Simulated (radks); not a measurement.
Results of a calculation; reference values are marked as such.
Species: Cr XV. Configuration: [Ne].

Code: a radial shooting solver on a logarithmic mesh with Libxc functionals. Model: non-relativistic Kohn-Sham, RPBE, spin-polarised, spherical densities, point nucleus.

Energy parts (Ry):
part                       energy
total                 -1915.08218
kinetic                1914.27646
electron-nucleus      -4186.02152
Hartree                 430.72098
exchange-correlation    -74.05810

Orbitals (lengths in bohr, moments of r in powers of bohr):
| orbital | occ. | eigenvalue (Ry) | <1/r> | <r^2> |
|---|---|---|---|---|
| 1s | 2 | -460.7306 | 23.54 | 0.005516 |
| 2s | 2 | -78.26049 | 5.060 | 0.09971 |
| 2p | 6 | -71.27638 | 5.002 | 0.07986 |

The highest occupied level is 2p at -969.76 eV. Virial ratio -V/T = 2.00042. For comparison, the ionisation energy in NIST's Atomic Spectra Database is 1011.6 eV (semi-empirical). In exact Kohn-Sham theory the highest level is minus the ionisation energy, but local and semilocal functionals leave it too shallow, through self-interaction and a potential that decays too fast; potentials with the right tail come closer. The electron density at the nucleus is 9253 e/bohr^3. Summed over all electrons, <r^2> = 0.6896 bohr^2, which gives a Langevin (diamagnetic) susceptibility term of -0.546 x 10^-6 cm^3/mol.
